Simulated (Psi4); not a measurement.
C2H5S, charge -1, singlet, at a GFN2-xTB geometry (a gas-phase anion, which may not be bound at this level); Psi4 with MP2/def2-SV(P).

Input for Psi4:
```
memory 2 GB

molecule mol {
-1 1
C     1.524343    0.560931    0.314908
C     0.044534    0.876769    0.100162
S    -0.855375   -0.671745   -0.236502
H    -1.442752   -0.785433    0.974973
H    -0.042398    1.421991   -0.870869
H     2.053462    1.500953    0.524441
H     1.646050   -0.089133    1.189398
H     2.058378    0.073345   -0.524334
}

set {
  basis def2-sv(p)
  reference rhf
  freeze_core true
}

energy('mp2')
print_variables()
```

Predict the main parts of the log of this Psi4 run.


```
    SCF Algorithm Type (re)set to DF.

   => Loading Basis Set <=

    Name: DEF2-SV(P)
    Role: ORBITAL
    Keyword: BASIS

         ---------------------------------------------------------
                                   SCF
               by Justin Turney, Rob Parrish, Andy Simmonett
                          and Daniel G. A. Smith
                              RHF Reference
         ---------------------------------------------------------

  ==> Geometry <==

    Molecular point group: c1
    Full point group: C1

    Geometry (in Angstrom), charge = -1, multiplicity = 1:

       Center              X                  Y                   Z               Mass
    ------------   -----------------  -----------------  -----------------  -----------------
         C            1.593435433943     0.595127238158     0.335836736387    12.000000000000
         C            0.113626433943     0.910965238158     0.121090736387    12.000000000000
         S           -0.786282566057    -0.637548761842    -0.215573263613    31.972071174400
         H           -1.373659566057    -0.751236761842     0.995901736387     1.007825032230
         H            0.026694433943     1.456187238158    -0.849940263613     1.007825032230
         H            2.122554433943     1.535149238158     0.545369736387     1.007825032230
         H            1.715142433943    -0.054936761842     1.210326736387     1.007825032230
         H            2.127470433943     0.107541238158    -0.503405263613     1.007825032230

  Running in c1 symmetry.

  Rotational constants: A =      1.07378  B =      0.18365  C =      0.16964 [cm^-1]
  Rotational constants: A =  32190.97564  B =   5505.57428  C =   5085.69717 [MHz]
  Nuclear repulsion =   98.459566611915420

  Charge       = -1
  Multiplicity = 1
  Electrons    = 34
  Nalpha       = 17
  Nbeta        = 17

  ==> Algorithm <==

  SCF Algorithm Type is DF.
  DIIS enabled.
  MOM disabled.
  Fractional occupation disabled.
  Guess Type is SAD.
  Energy threshold   = 1.00e-08
  Density threshold  = 1.00e-08
  Integral threshold = 1.00e-12

  ==> Primary Basis <==

  Basis Set: DEF2-SV(P)
    Blend: DEF2-SV(P)
    Number of shells: 30
    Number of basis functions: 56
    Number of Cartesian functions: 59
    Spherical Harmonics?: true
    Max angular momentum: 2

   => Loading Basis Set <=

    Name: (DEF2-SV(P) AUX)
    Role: JKFIT
    Keyword: DF_BASIS_SCF

  ==> Integral Setup <==

  SCF_SUBTYPE=INCORE selected. In-core MEM_DF algorithm will be used.
  Using in-core AOs.

  ==> MemDFJK: Density-Fitted J/K Matrices <==

    J tasked:                   Yes
    K tasked:                   Yes
    wK tasked:                   No
    Algorithm:                 Core
    Schwarz Cutoff:           1E-12
    Mask sparsity (%):       0.3827
    Fitting Condition:        1E-10

   => Auxiliary Basis Set <=

  Basis Set: (DEF2-SV(P) AUX)
    Blend: DEF2-UNIVERSAL-JKFIT
    Number of shells: 118
    Number of basis functions: 368
    Number of Cartesian functions: 433
    Spherical Harmonics?: true
    Max angular momentum: 4

  Minimum eigenvalue in the overlap matrix is 4.7028058566E-03.
  Reciprocal condition number of the overlap matrix is 8.8507755908E-04.
    Using symmetric orthogonalization.

  ==> Pre-Iterations <==

  SCF Guess: Superposition of Atomic Densities via on-the-fly atomic UHF (no occupation information).

   -------------------------
    Irrep   Nso     Nmo
   -------------------------
     A         56      56
   -------------------------
    Total      56      56
   -------------------------

  ==> Iterations <==

                           Total Energy        Delta E     RMS |[F,P]|

   @DF-RHF iter SAD:  -475.28036645236790   -4.75280e+02   0.00000e+00
   @DF-RHF iter   1:  -475.72707976889933   -4.46713e-01   8.44865e-03 ADIIS/DIIS
   @DF-RHF iter   2:  -475.84292688416582   -1.15847e-01   4.46423e-03 ADIIS/DIIS
   @DF-RHF iter   3:  -475.87695693065911   -3.40300e-02   6.86856e-04 ADIIS/DIIS
   @DF-RHF iter   4:  -475.87838146313732   -1.42453e-03   1.82457e-04 ADIIS/DIIS
   @DF-RHF iter   5:  -475.87848636185396   -1.04899e-04   4.25558e-05 DIIS
   @DF-RHF iter   6:  -475.87849341608097   -7.05423e-06   1.41307e-05 DIIS
   @DF-RHF iter   7:  -475.87849460216262   -1.18608e-06   5.51589e-06 DIIS
   @DF-RHF iter   8:  -475.87849483354717   -2.31385e-07   2.05231e-06 DIIS
   @DF-RHF iter   9:  -475.87849486851479   -3.49676e-08   5.35416e-07 DIIS
   @DF-RHF iter  10:  -475.87849487061919   -2.10440e-09   1.26042e-07 DIIS
   @DF-RHF iter  11:  -475.87849487075806   -1.38868e-10   3.62358e-08 DIIS
   @DF-RHF iter  12:  -475.87849487077074   -1.26761e-11   1.06096e-08 DIIS
   @DF-RHF iter  13:  -475.87849487077170   -9.66338e-13   2.75293e-09 DIIS
  Energy and wave function converged.

  ==> Post-Iterations <==

    Orbital Energies [Eh]
    ---------------------

    Doubly Occupied:

       1A    -91.676090     2A    -11.011745     3A    -10.955171
       4A     -8.711529     5A     -6.400247     6A     -6.398060
       7A     -6.396539     8A     -0.796887     9A     -0.704715
      10A     -0.527667    11A     -0.367829    12A     -0.361234
      13A     -0.297457    14A     -0.269612    15A     -0.220018
      16A     -0.129337    17A     -0.038065

    Virtual:

      18A      0.361294    19A      0.391729    20A      0.427970
      21A      0.439018    22A      0.451496    23A      0.508919
      24A      0.605698    25A      0.774688    26A      0.789655
      27A      0.846471    28A      0.856881    29A      0.926334
      30A      0.933637    31A      0.993984    32A      1.070319
      33A      1.104498    34A      1.134809    35A      1.142995
      36A      1.154550    37A      1.170625    38A      1.200883
      39A      1.204527    40A      1.222318    41A      1.271815
      42A      1.298650    43A      1.371770    44A      1.468460
      45A      1.532842    46A      1.620198    47A      2.054353
      48A      2.110280    49A      2.380875    50A      2.453206
      51A      2.547197    52A      2.599362    53A      2.774411
      54A      2.815254    55A      2.841989    56A      3.152748

    Final Occupation by Irrep:
              A
    DOCC [    17 ]
    NA   [    17 ]
    NB   [    17 ]

  @DF-RHF Final Energy:  -475.87849487077170

   => Energetics <=

    Nuclear Repulsion Energy =             98.4595666119154203
    One-Electron Energy =                -858.1517151684176952
    Two-Electron Energy =                 283.8136536857305714
    Total Energy =                       -475.8784948707717035

Computation Completed

Properties will be evaluated at   0.000000,   0.000000,   0.000000 [a0]

Properties computed using the SCF density matrix

 Multipole Moments:

 ------------------------------------------------------------------------------------
     Multipole            Electronic (a.u.)      Nuclear  (a.u.)        Total (a.u.)
 ------------------------------------------------------------------------------------

 L = 1.  Multiply by 2.5417464519 to convert [e a0] to [Debye]
 Dipole X            :         -4.1469872            4.3086744            0.1616873
 Dipole Y            :         -2.9537270            2.1325160           -0.8212110
 Dipole Z            :         -1.4890781            1.3051305           -0.1839476
 Magnitude           :                                                    0.8569522

 ------------------------------------------------------------------------------------

  //>>>>>>>>>>>>>>>>>>>>>>>>>>>>>>>>>>>//
  //               DFMP2               //
  //<<<<<<<<<<<<<<<<<<<<<<<<<<<<<<<<<<<//

   => Loading Basis Set <=

    Name: (DEF2-SV(P) AUX)
    Role: RIFIT
    Keyword: DF_BASIS_MP2

	 --------------------------------------------------------
	                          DF-MP2
	      2nd-Order Density-Fitted Moller-Plesset Theory

	        Rob Parrish, Justin Turney, Andy Simmonett,
	           Ed Hohenstein, and C. David Sherrill
	 --------------------------------------------------------

   => Auxiliary Basis Set <=

  Basis Set: (DEF2-SV(P) AUX)
    Blend: DEF2-SV_P_-RI
    Number of shells: 82
    Number of basis functions: 228
    Number of Cartesian functions: 258
    Spherical Harmonics?: true
    Max angular momentum: 3

	 --------------------------------------------------------
	                 NBF =    56, NAUX =   228
	 --------------------------------------------------------
	   CLASS    FOCC     OCC    AOCC    AVIR     VIR    FVIR
	   PAIRS       7      17      10      39      39       0
	 --------------------------------------------------------

	-----------------------------------------------------------
	 ==================> DF-MP2 Energies <====================
	-----------------------------------------------------------
	 Reference Energy          =    -475.8784948707717035 [Eh]
	 Singles Energy            =      -0.0000000000000000 [Eh]
	 Same-Spin Energy          =      -0.0926256178960608 [Eh]
	 Opposite-Spin Energy      =      -0.2932404285116398 [Eh]
	 Correlation Energy        =      -0.3858660464077007 [Eh]
	 Total Energy              =    -476.2643609171794310 [Eh]
	-----------------------------------------------------------
	 ================> DF-SCS-MP2 Energies <==================
	-----------------------------------------------------------
	 SCS Same-Spin Scale       =       0.3333333333333333 [-]
	 SCS Opposite-Spin Scale   =       1.2000000000000000 [-]
	 SCS Same-Spin Energy      =      -0.0308752059653536 [Eh]
	 SCS Opposite-Spin Energy  =      -0.3518885142139678 [Eh]
	 SCS Correlation Energy    =      -0.3827637201793214 [Eh]
	 SCS Total Energy          =    -476.2612585909510017 [Eh]
	-----------------------------------------------------------

  Variable Map:
  ----------------------------------------------------------------------------
  "CURRENT CORRELATION ENERGY"           =>      -0.385866046408
  "CURRENT ENERGY"                       =>    -476.264360917179
  "CURRENT REFERENCE ENERGY"             =>    -475.878494870772
  "CUSTOM SCS-MP2 CORRELATION ENERGY"    =>      -0.382763720179
  "CUSTOM SCS-MP2 TOTAL ENERGY"          =>    -476.261258590951
  "DD SOLVATION ENERGY"                  =>       0.000000000000
  "HF KINETIC ENERGY"                    =>     475.716514092408
  "HF POTENTIAL ENERGY"                  =>    -951.595008963180
  "HF TOTAL ENERGY"                      =>    -475.878494870772
  "HF VIRIAL RATIO"                      =>       2.000340498540
  "MP2 CORRELATION ENERGY"               =>      -0.385866046408
  "MP2 DOUBLES ENERGY"                   =>      -0.385866046408
  "MP2 OPPOSITE-SPIN CORRELATION ENERGY" =>      -0.293240428512
  "MP2 SAME-SPIN CORRELATION ENERGY"     =>      -0.092625617896
  "MP2 SINGLES ENERGY"                   =>      -0.000000000000
  "MP2 TOTAL ENERGY"                     =>    -476.264360917179
  "NUCLEAR REPULSION ENERGY"             =>      98.459566611915
  "ONE-ELECTRON ENERGY"                  =>    -858.151715168418
  "PCM POLARIZATION ENERGY"              =>       0.000000000000
  "PE ENERGY"                            =>       0.000000000000
  "SCF ITERATION ENERGY"                 =>    -475.878494870772
  "SCF ITERATIONS"                       =>      13.000000000000
  "SCF TOTAL ENERGY"                     =>    -475.878494870772
  "SCS-MP2 CORRELATION ENERGY"           =>      -0.382763720179
  "SCS-MP2 TOTAL ENERGY"                 =>    -476.261258590951
  "TWO-ELECTRON ENERGY"                  =>     283.813653685731

  Array Variable Map:
  ----------------------------------------------------------------------------
  "CURRENT DIPOLE"                       =>       0.161687284598 ... -0.183947586580 1 by 3
  "SCF DIPOLE"                           =>       0.161687284598 ... -0.183947586580 1 by 3
  "SCF TOTAL ENERGIES"                   =>    -475.280366452368 ... -475.878494870772 1 by 14
```
